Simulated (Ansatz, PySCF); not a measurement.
C4H4OSe, SMILES C=C1C[Se]C1=O. Atoms are numbered in the order given.

```xyz
10

C      0.5167     2.6306     0.0000
C      0.4100     1.3011     0.0000
C      1.4472     0.2024     0.0000
Se     0.0675    -1.2067     0.0000
C     -0.8630     0.5262     0.0000
O     -2.0098     0.8362     0.0000
H      1.4873     3.1336     0.0000
H     -0.3878     3.2448     0.0000
H      2.0776     0.1727     0.8999
H      2.0776     0.1727    -0.8999
```
Charge 0, spin multiplicity 1.

Coordinates come from a PBE0-D3(BJ)/def2-SVP optimisation. The structure was generated by enumeration, and PubChem lists no compound with its InChIKey, so it may never have been made.

Two levels are set side by side: PBE-D3(BJ)/def2-SVP (Ansatz, a program for electronic structure) and PBE0-D3(BJ)/def2-SVP (Ansatz). Each level has its own optimised geometry; the coordinates shown are those of the second. Frequencies come from the Hessian of PySCF at each geometry. Differences are taken from unrounded values.

| quantity | PBE0-D3(BJ) | PBE-D3(BJ) | PBE-D3(BJ) minus PBE0-D3(BJ) |
|---|---|---|---|
| mean bond length (Å) | 1.385 | 1.397 | 0.012 |
| bond C1–C2 (Å) | 1.334 | 1.346 | 0.012 |
| bond C2–C3 (Å) | 1.511 | 1.518 | 0.008 |
| bond C2–C5 (Å) | 1.490 | 1.494 | 0.003 |
| bond C3–Se4 (Å) | 1.972 | 1.992 | 0.019 |
| bond Se4–C5 (Å) | 1.967 | 2.003 | 0.036 |
| bond C5–O6 (Å) | 1.188 | 1.201 | 0.014 |
| bond C1–H7 (Å) | 1.093 | 1.101 | 0.008 |
| bond C1–H8 (Å) | 1.093 | 1.101 | 0.008 |
| bond C3–H9 (Å) | 1.099 | 1.108 | 0.008 |
| bond C3–H10 (Å) | 1.099 | 1.108 | 0.008 |
| highest harmonic wavenumber (cm⁻¹) | 3280 | 3186 | -93 |
| mean harmonic wavenumber (cm⁻¹) | 1273 | 1226 | -47 |
| zero-point energy (kcal/mol) | 43.69 | 42.07 | -1.62 |

Exact exchange shortens and stiffens bonds; PBE has none. Differences between two approximate levels are no errors against the true value.
